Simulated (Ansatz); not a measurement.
C6H19N3Si⁺, that is SiH(NHEt)3 with one electron fewer, relaxed as a doublet with UKS r2SCAN-D4/def2-SVP in Ansatz, starting from the r2SCAN-D4/def2-SVP geometry of the neutral singlet. Force threshold 0.03 eV/Å.

The relaxation made no stability test and no search for a lower SCF solution.

Start:

```tsv
atom	x (Å)	y (Å)	z (Å)
Si1	-0.111	-0.081	0.201
H2	0.728	0.629	-0.827
N3	-1.207	1.065	0.888
C4	-0.938	2.469	1.125
C5	-1.672	3.400	0.165
H6	-2.185	0.798	0.971
H7	-1.186	2.750	2.170
H8	0.152	2.629	1.031
H9	-1.382	3.189	-0.877
H10	-1.455	4.459	0.381
H11	-2.764	3.260	0.243
N12	0.886	-0.758	1.442
C13	2.151	-1.436	1.229
C14	3.370	-0.576	1.550
H15	0.734	-0.436	2.393
H16	2.198	-2.374	1.819
H17	2.193	-1.755	0.171
H18	3.382	0.331	0.924
H19	4.311	-1.127	1.384
H20	3.353	-0.255	2.605
N21	-0.985	-1.368	-0.549
C22	-1.595	-1.333	-1.864
C23	-0.838	-2.147	-2.910
H24	-0.921	-2.292	-0.132
H25	-2.648	-1.680	-1.820
H26	-1.649	-0.277	-2.187
H27	0.192	-1.772	-3.023
H28	-1.336	-2.106	-3.893
H29	-0.777	-3.207	-2.610
```

Problem. Estimate the energy that the relaxation releases and the steps that it takes.

Solution. 28.0 kJ/mol, in 21 steps; 3.4 min on 4 threads of Arm Neoverse V2 on a shared host. The force fell under the threshold at step 13, but the optimiser went on and released 0.008 eV more. No frequencies were taken in this run, so the end may be a saddle point.

Problem. Does the start keep its bonding?

Solution. By distances, no bond broke or formed. The bond that changes most is Si1–H2, from 1.51 to 1.48 Å (atoms count from 1).

Problem. Predict the relaxed structure.

Solution. 
```xyz
29

Si    0.023    0.022   -0.025
H     0.845    0.692   -1.051
N    -0.792    1.210    0.946
C    -0.713    2.661    0.811
C    -2.054    3.287    0.435
H    -1.459    0.917    1.664
H    -0.360    3.087    1.770
H     0.054    2.897    0.056
H    -2.407    2.909   -0.537
H    -1.946    4.380    0.366
H    -2.823    3.073    1.193
N     1.035   -0.951    0.999
C     2.479   -1.130    0.894
C     3.226   -0.595    2.113
H     0.637   -1.424    1.814
H     2.694   -2.209    0.770
H     2.823   -0.629   -0.026
H     3.060    0.486    2.234
H     4.305   -0.773    1.994
H     2.901   -1.104    3.036
N    -1.159   -0.996   -0.790
C    -1.357   -1.193   -2.222
C    -1.085   -2.631   -2.657
H    -1.768   -1.590   -0.222
H    -2.398   -0.918   -2.477
H    -0.700   -0.491   -2.761
H    -0.042   -2.916   -2.451
H    -1.268   -2.732   -3.738
H    -1.750   -3.339   -2.137
```
Bond lengths: 3 × C–C 1.53 Å; 3 × N–Si 1.74 Å; 3 × C–N 1.46 Å; 15 × C–H 1.10 to 1.11 Å; 3 × H–N 1.02 Å; 1 × H–Si 1.48 Å.
